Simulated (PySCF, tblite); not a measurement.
Isomers of C3H9FN2Si, one GFN2-xTB conformer each. Single-point energies are computed at PBE0/pcSseg-1 (PySCF, gas phase, no added dispersion term), electronic only.

Task: Rank them by PBE0/pcSseg-1 energy, lowest first (kcal/mol).
A. `[NH2:1][Si:2]1([NH2:3])[CH2:4][CH2:5][C@@H:6]1[F:7]` with H–N1–Si2–N3 -172° and -38°, N1–Si2–N3–H -40° and -177°
B. `[F:1][CH2:2][C@H:3]1[CH2:4][NH:5][SiH2:6][NH:7]1` with F1–C2–C3–C4 65°, C2–C3–C4–N5 155°, C3–C4–N5–Si6 -29°, C4–N5–Si6–N7 13°, N5–Si6–N7–C3 10°

Result: A (0.0), B (10.6).

As drawn, the lower has a four-membered ring and an Si–C bond, which the higher lacks. GFN2-xTB itself gives, in the same order: 29.6, 0.0. GFN2-xTB puts FC[C@H]1CN[SiH2]N1 lowest instead.

Task: Which frontier levels, dipoles and rotational constants go with these structures?

Result: 
| SMILES | HOMO (eV, PBE0/pcSseg-1) | LUMO (eV) | dipole (D) | A, B, C (MHz) |
| --- | --- | --- | --- | --- |
| N[Si]1(N)CC[C@@H]1F | -6.82 | 0.95 | 2.20 | 2781, 1725, 1536 |
| FC[C@H]1CN[SiH2]N1 | -6.66 | 0.54 | 1.28 | 5355, 1299, 1100 |

Task: What happens when harmonic zero-point energies from GFN2-xTB frequencies are added?

Result: 
| SMILES | ZPE (kcal/mol) | electronic (kcal/mol) | with ZPE (kcal/mol) |
| --- | --- | --- | --- |
| N[Si]1(N)CC[C@@H]1F | 78.7 | 0.0 | 0.0 |
| FC[C@H]1CN[SiH2]N1 | 77.3 | 10.6 | 9.2 |

The zero-point energies span 1.4 kcal/mol. The order is unchanged.
